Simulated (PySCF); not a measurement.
From one molecule to another.

First species: C7H5NOS.
Atom-mapped SMILES: `[cH:1]1[cH:2][s:3][c:4](-[c:5]2[cH:6][n:7][o:8][cH:9]2)[cH:10]1` (hydrogens: H11 on C1; H12 on C2; H13 on C6; H14 on C9; H15 on C10)

Second species: 6-chloro-2-hydroxypyridine, C₅H₄ClNO.
Atom-mapped SMILES: `[OH:1][c:2]1[cH:3][cH:4][cH:5][c:6]([Cl:7])[n:8]1` (hydrogens: H9 on O1; H10 on C3; H11 on C4; H12 on C5)

Structure used (PBE0-D3(BJ)/def2-SVP), in Å, numbered top down from 1:
```xyz
12
C5H4ClNO angstrom
O     -1.462   -2.252    0.445
C     -0.299   -1.696    0.789
C      0.037   -0.432    0.283
C      1.256    0.104    0.671
C      2.095   -0.606    1.531
C      1.642   -1.851    1.960
Cl     2.638   -2.786    3.028
N      0.488   -2.382    1.606
H     -1.496   -3.109    0.896
H     -0.648    0.087   -0.387
H      1.562    1.086    0.302
H      3.059   -0.219    1.859
```

Levels: CAM-B3LYP/def2-SVPD for dipole moment, HOMO energy, LUMO energy, HOMO–LUMO gap, static isotropic polarisability and electronic spatial extent ⟨r²⟩ about the centre of nuclear charge; TDDFT CAM-B3LYP/def2-SVPD for lowest singlet excitation; PBE0-D3(BJ)/def2-SVP for rotational constant A and rotational constant C. Geometries: PBE0-D3(BJ)/def2-SVP. All species are isolated and taken at one optimised geometry, non-relativistic unless stated; the electronic structure was computed with PySCF and density fitting.

Dipoles, sizes and rotational constants follow the conformer. The torsions of the flexible species, by atom-mapped SMILES:
- `[cH:1]1[cH:2][s:3][c:4](-[c:5]2[cH:6][n:7][o:8][cH:9]2)[cH:10]1`: S3–C4–C5–C6 -179°
- `[OH:1][c:2]1[cH:3][cH:4][cH:5][c:6]([Cl:7])[n:8]1`: H–O1–C2–C3 180°

Values for the first species:

| Property | Result |
| --- | --- |
| Dipole moment | 3.31 D |
| HOMO energy | -7.75 eV |
| LUMO energy | -0.35 eV |
| HOMO–LUMO gap | 7.40 eV |
| Lowest singlet excitation | 4.73 eV |
| Static isotropic polarisability | 106.7 au |
| Electronic spatial extent ⟨r²⟩ about the centre of nuclear charge | 1736 bohr² |
| Rotational constant A | 3.502 GHz |
| Rotational constant C | 0.603 GHz |

Q: Estimate the same properties for the second species, and the change in each.

A: 
```tsv
property	first	second	second less first
dipole moment	3.31 D	1.98 D	-1.33 D
HOMO energy	-7.75 eV	-8.33 eV	-0.58 eV
LUMO energy	-0.35 eV	-0.10 eV	+0.25 eV
HOMO–LUMO gap	7.40 eV	8.23 eV	+0.83 eV
lowest singlet excitation	4.73 eV	5.08 eV	+0.35 eV
static isotropic polarisability	106.7 au	82.8 au	-23.9 au
electronic spatial extent ⟨r²⟩ about the centre of nuclear charge	1736 bohr²	1130 bohr²	-606 bohr²
rotational constant A	3.502 GHz	3.429 GHz	-0.073 GHz
rotational constant C	0.603 GHz	0.937 GHz	+0.334 GHz
```

On the first: No computed singlet falls in the visible range (750 to 380 nm, 1.65 to 3.26 eV); S1 lies 1.47 eV above its blue end. S1 lies 2.67 eV below the HOMO–LUMO gap; its leading configuration is HOMO→LUMO, weight 0.95.

On the second: The polarisability is 12.28 Å³ as a volume (1 au = 0.148185 Å³), or 1.26 au for each of the 66 electrons. S1 lies 3.15 eV below the HOMO–LUMO gap; its leading configuration is HOMO→LUMO, weight 0.87.
